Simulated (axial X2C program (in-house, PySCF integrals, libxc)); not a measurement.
# Outer orbitals of AlTe⁻ at 2.469 Å, HF

Calculated with an in-house all-electron X2C program for linear molecules (integrals from PySCF). Spin-free means the one-electron spin-free X2C Hamiltonian; two-component (2c) means X2C with spin–orbit coupling and atomic mean-field two-electron Coulomb and Gaunt terms, so the difference of the two also holds small scalar two-electron terms. Basis: Te dyall-acv3z [12s13p9d5f1g], Al dyall-av3z [9s9p3d2f] (cores contracted in-house); Gaussian nuclei, density fitting, unrestricted open shells. Masses: Te 129.906 u, Al 26.982 u.

The distance is close to the 2c PBE0 minimum; the highest filled and lowest empty levels are listed.

Spin-free orbitals, state M_S = 0, Λ = 0 (closed shell) (Löwdin shares):

```
symmetry  occupied  ε (eV)              atomic character
      σα       yes  -15.22   68% Te s, 12% Al p, 9% Al s
      σα       yes   -6.80   45% Te p, 41% Al s, 6% Te s
     π+α       yes   -3.13   74% Te p, 13% Al p, 8% Al d
     π-α       yes   -3.13   74% Te p, 13% Al p, 8% Al d
      σα       yes   -2.75  39% Al p, 30% Te p, 22% Al s
     π+α        no    2.91                      97% Al p
     π-α        no    2.91                      97% Al p
      σα        no    2.92                      97% Al p
      σα        no    3.34   83% Al s, 12% Te p, 3% Te s
```

One partner of each degenerate Kramers or spin pair is listed.

Spinors with spin–orbit coupling (state Ω = 0):

```json
{"ω": "1/2", "occupied": "yes", "ε (eV)": "-15.23", "atomic character": "68% Te s, 12% Al p, 9% Al s", "λ mixture": "100% σ"}
{"ω": "1/2", "occupied": "yes", "ε (eV)": "-6.82", "atomic character": "46% Te p, 40% Al s, 6% Te s", "λ mixture": "99% σ, 1% π"}
{"ω": "1/2", "occupied": "yes", "ε (eV)": "-3.51", "atomic character": "70% Te p, 14% Al p, 7% Al d", "λ mixture": "88% π, 12% σ"}
{"ω": "3/2", "occupied": "yes", "ε (eV)": "-2.87", "atomic character": "73% Te p, 15% Al p, 8% Al d", "λ mixture": "100% π"}
{"ω": "1/2", "occupied": "yes", "ε (eV)": "-2.66", "atomic character": "37% Al p, 36% Te p, 18% Al s", "λ mixture": "88% σ, 12% π"}
{"ω": "1/2", "occupied": "no", "ε (eV)": "2.91", "atomic character": "97% Al p", "λ mixture": "100% π, 0% σ"}
{"ω": "3/2", "occupied": "no", "ε (eV)": "2.91", "atomic character": "97% Al p", "λ mixture": "100% π"}
{"ω": "1/2", "occupied": "no", "ε (eV)": "2.92", "atomic character": "97% Al p", "λ mixture": "100% σ, 0% π"}
{"ω": "1/2", "occupied": "no", "ε (eV)": "3.43", "atomic character": "84% Al s, 12% Te p", "λ mixture": "100% σ"}
```

One partner of each degenerate Kramers or spin pair is listed.

Question: How does the gap between the highest filled and lowest empty level change from the spin-free to the 2c table?

Answer: From 5.66 to 5.57 eV at HF, a change of -0.09 eV.

Mulliken charges and populations of the two-component result (they depend on the basis, above all on diffuse functions):

Te -0.66 e (s 9.84 p 22.80 d 20.02), Al -0.34 e (s 5.87 p 7.30 d 0.15 f 0.02).

Occupations by symmetry block were frozen at the best pattern of an incomplete PBE0 search.
